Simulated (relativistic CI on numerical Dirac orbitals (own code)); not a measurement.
**Ni2+ in a cubic cluster: 2p photoemission with charge transfer**

Computed with a charge-transfer multiplet model of a cubic metal-ligand cluster with up to 2 ligand holes, Slater and spin-orbit integrals from Dirac-Coulomb-Breit ions, Slater integrals scaled by 0.7. The ground state mixes d8 with configurations of k ligand holes L, whose averages lie at kΔ + k(k − 1)U_dd/2; a core hole lowers each added d electron by U_cd. 20 K, Lorentzian 0.6 eV and Gaussian 0.8 eV FWHM.

Atomic integrals in eV (Slater integrals scaled, ζ unscaled), ground: F2dd 8.519, F4dd 5.287, zeta_d 0.080; with the core hole: F2dd 9.781, F4dd 6.109, zeta_d 0.114, zeta_core 11.406, F2cd 5.866, G1cd 4.475, G3cd 2.546.

Cluster parameters (eV): Δ = 5.8, U_dd = 6.8, 10Dq = 0.35, 10Dq(ligand) = 0.2, V(eg) = 2.85, V(t2g) = -1.55, final-state hopping factor = 1.

```
         Case   n_d    d8   d9L  d10L2     S
U_cd = 7.3 eV  8.21  0.80  0.19   0.01  1.00
U_cd = 7.9 eV  8.21  0.80  0.19   0.01  1.00
U_cd = 8.5 eV  8.21  0.80  0.19   0.01  1.00
U_cd = 9.1 eV  8.21  0.80  0.19   0.01  1.00
U_cd = 9.7 eV  8.21  0.80  0.19   0.01  1.00
```

Weights, n_d and S are thermal averages at 20 K. Binding energies count from the first peak over 30 % of the highest in each spectrum, which can be another peak from case to case. The parameters are a model scan and need not match a compound or its usual spin state. Peaks in eV (height, largest 100):
- U_cd = 7.3 eV: 0.0 (100), 7.1 (19), 17.6 (52), 25.0 (14)
- U_cd = 7.9 eV: 0.0 (100), 7.2 (24), 17.6 (51), 24.9 (17)
- U_cd = 8.5 eV: 0.0 (100), 7.3 (30), 17.6 (50), 24.9 (20)
- U_cd = 9.1 eV: 0.0 (100), 7.3 (37), 13.1 (6), 17.6 (50), 24.9 (24)
- U_cd = 9.7 eV: 0.0 (100), 7.3 (45), 12.2 (8), 13.1 (8), 17.5 (50), 24.9 (28), 29.5 (6)

Curve for U_cd = 9.1 eV (points under 2 left out, the grid thinned):

(E (eV), Intensity): (-3.0, 2.1), (-2.3, 3.5), (-1.7, 6.5), (-1.0, 22.1), (-0.3, 84.5), (0.4, 80.6), (1.0, 43.0), (1.7, 22.6), (2.4, 11.1), (3.1, 5.5), (3.7, 3.9), (4.4, 4.0), (5.1, 4.8), (5.7, 6.6), (6.4, 16.4), (7.1, 35.3), (7.8, 31.9), (8.4, 20.8), (9.1, 13.4), (9.8, 6.5), (10.5, 2.9), (11.1, 2.3), (11.8, 3.8), (12.5, 5.8), (13.1, 6.2), (13.8, 4.7), (14.5, 2.4), (15.2, 2.3), (15.8, 3.6), (16.5, 11.1), (17.2, 41.2), (17.9, 43.5), (18.5, 23.5), (19.2, 9.6), (19.9, 4.2), (20.5, 2.3), (23.4, 3.0), (24.1, 10.6), (24.8, 23.5), (25.4, 18.6), (26.1, 7.5), (26.8, 2.9), (29.2, 2.9), (29.8, 3.9), (30.5, 2.2)

For the case U_cd = 8.5 eV, Δ = 5.8 eV is smaller than U_dd = 6.8 eV, the charge-transfer side of the Zaanen-Sawatzky-Allen scheme. With the core hole the configuration with one ligand hole lies at Δ − U_cd = -1.5, -2.1, -2.7, -3.3, -3.9 eV from the one without, in the order of the table; where this is negative the screened configuration lies lower, though the effective hopping of about 3.8 eV (from the holes of the mixed ground state) mixes the two strongly wherever it is as large as the gap.
